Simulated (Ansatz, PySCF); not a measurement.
H₄F₂OSi₂, singlet, at a GFN2-xTB geometry, with bond 6-1 at 1.4 times its length. Base run: CASSCF(2,3)/STO-3G run with PySCF.

Input for PySCF:
```python
from pyscf import gto, scf, mcscf
import numpy

mol = gto.Mole()
mol.atom = '''
    O    -0.78925999    0.81095077   -1.36203942
    Si   -0.35781682   -0.06572688   -0.08539671
    F    -0.74336833   -1.59853305   -0.38462310
    F    -1.42529929    0.20765253    1.08649939
    Si    1.82324342    0.34619478    0.42082349
    H    -2.01761268    0.78019549   -1.89370686
    H     2.02891960    1.75634343    0.76517673
    H     2.25437275   -0.46040458    1.56814923
    H     2.69947856    0.01884650   -0.70807027
'''
mol.basis = 'sto-3g'
mol.verbose = 4
mol.build()

mf = scf.RHF(mol)
mf.kernel()
mc = mcscf.CASSCF(mf, 3, 2)
mc.fix_spin_(ss=0.0)
mc.kernel()
occ = numpy.linalg.eigvalsh(mc.fcisolver.make_rdm1(mc.ci, mc.ncas, mc.nelecas))[::-1]
ss = mc.fcisolver.spin_square(mc.ci, mc.ncas, mc.nelecas)[0]
print('natural occupations', occ.round(4), ' <S^2>', round(ss, 4))
```

Programs used: Ansatz (an electronic-structure program), PySCF; a row that names a program was run with it.

The base run was repeated with changes; each row names its change, and settings that it needs were set with it.

```tsv
change	ΔE vs base (kcal/mol)	natural occupations	<S^2> of the state
base	0.000	1.98 0.02 0.00	0.00
state_average = 2 states	8.88	-	-
fix_spin_ = off	0.000	1.98 0.02 0.00	0.00
orbitals = fixed (CASCI)	3.84	1.99 0.01 0.00	0.00
code = ansatz	-25.34	-	-
correction = SC-NEVPT2	-94.1	1.98 0.02 0.00	0.00
active space = 10 electrons, 9 orbitals	-62.21	1.99 1.99 1.97 1.97 1.90 0.10 0.03 0.02 0.02	0.00
start = MP2 natural orbitals	-25.35	1.89 0.11 0.00	0.00
active space = 2 electrons, 2 orbitals	-25.28	1.89 0.11	0.00
active space = 10 electrons, 8 orbitals	-52.19	2.00 2.00 1.98 1.97 1.90 0.10 0.03 0.02	0.00
active space = 6 electrons, 4 orbitals	-26.10	2.00 2.00 1.90 0.11	0.00
```

Active orbitals are taken around the Fermi level unless the row says otherwise; CASSCF can end in different local minima, and two programs can end on different orbitals. State-averaged rows give the lowest state.
